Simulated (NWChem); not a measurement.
Species: TeCl cation; SMILES [Te+]Cl

Results from NWChem. def2 effective core potentials on Te; no spin-orbit coupling. Each level has its own optimisation; frequencies are unscaled.

For level CAM-B3LYP/def2-SVP:

```yaml
r Cl–Te (Å): 2.275
highest harmonic frequency (cm⁻¹): 442
```

Q: How do the values read with level PBE0/def2-SVP instead?

A: 
| Quantity | Result |
|---|---|
| r Cl–Te (Å) | 2.223 |
| highest harmonic frequency (cm⁻¹) | 490 |
